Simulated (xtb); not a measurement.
H₄Ge, singlet, geometry from GFN2-xTB. Base run: GFN2-xTB (xtb).

Geometry (Å):
```xyz
5

Ge     0.0000     0.0000     0.0000
H     -0.5901    -0.8648    -1.0497
H      0.5551    -0.8464     1.0832
H     -1.0487     0.8886     0.5554
H      1.0837     0.8226    -0.5890
```
All else is at xtb's defaults.
Base energy -3.94791 Eh.

Each row names what was changed in the base input (with any setting that the change needs).

| change | ΔE vs base (mEh) | HOMO-LUMO gap (eV) | G_solv (kcal/mol) | SCF cycles |
|---|---|---|---|---|
| base | 0.000 | 8.62 | - | 7 |
| alpb = hexane | -2.082 | 8.62 | -1.31 | 7 |
| alpb = thf | -3.102 | 8.62 | -1.95 | 7 |
| file = coord | 0.000 | 8.62 | - | 7 |
| gbsa = acetonitrile | -2.126 | 8.62 | -1.33 | 7 |
| acc = 1000 | 0.000 | 8.62 | - | 5 |
| etemp = 3000 | 0.000 | 8.62 | - | 7 |
| etemp = 5000 | -0.009 | 8.62 | - | 7 |

ALPB and GBSA are two models with their own fitted parameters for each solvent, which aren't always the measured dielectric constant.
